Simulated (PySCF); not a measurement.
BeH2, SMILES [BeH2]. Atoms are numbered in the order given.

```xyz
3

Be     0.0000     0.0000     0.0000
H      0.0000     0.0000    -1.3413
H      0.0000     0.0000     1.3413
```
Charge 0, spin multiplicity 1.

Geometry: PBE-D3(BJ)/def2-TZVPD. The isomer is the one that the SMILES or the coordinates give; other isomers of the formula were not compared.

Two levels are set side by side: PBE/pcSseg-2 (PySCF) and HF/pcSseg-2 (PySCF). GIAO shifts against TMS (¹H) at the same level; non-relativistic, no solvent, atoms listed together averaged. Differences are taken from unrounded values.

| quantity | HF |
|---|---|
| δ(¹H) of H2, H3 (ppm) | 3.75 |

What does PBE give, and how far is it from HF? (An estimate is asked for; the answer gives what the named calculation found.)


```json
[
 {"quantity": "δ(¹H) of H2, H3 (ppm)", "PBE": "3.53", "PBE minus HF": "-0.22"}
]
```
